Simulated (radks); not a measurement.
The numbers below are computed, except where a source is named.
Dipole-allowed excitations along the series with 11 electrons in [Ne] 3s1. Level of theory: scalar-relativistic Kohn-Sham, LDA (Slater exchange, VWN5 correlation), spin-polarised, spherical densities, finite nucleus; open shells are filled with parallel spins first; Fermi nuclear charge, rms radius of each element as measured or else 0.836 A^(1/3) + 0.57 fm (a radial shooting solver on a logarithmic mesh with Libxc functionals). Time-dependent linear response with the Hartree and adiabatic LDA kernel, continuum included through the Sternheimer equations, no spin-orbit coupling, so fine structure and intercombination lines are absent. Lines are the poles of the dipole polarisability below minus the highest occupied eigenvalue, found on a grid refined at the orbital gaps; the lowest seven at most are given, and weak or close lines can be missed. The first line takes the name of the lowest orbital gap if no other gap lies below it; otherwise a line is named after a gap within 0.6 % of it, if that gap stands alone.

species,-e(HOMO) (eV),lowest orbital gap (eV),first line (eV),f,strongest line (eV),its f,static alpha (bohr^3)
As22+,939.23,3s-3p 53.566,56.910 (3s-3p),0.298,the first,0.298,0.07127
Se23+,1018.2,3s-3p 56.617,60.109 (3s-3p),0.292,the first,0.292,0.06256
Br24+,1100.3,3s-3p 59.787,63.426 (3s-3p),0.287,the first,0.287,0.05512
Kr25+,1185.8,3s-3p 63.083,66.873 (3s-3p),0.282,582.96 (3s-4p),0.289,0.04873
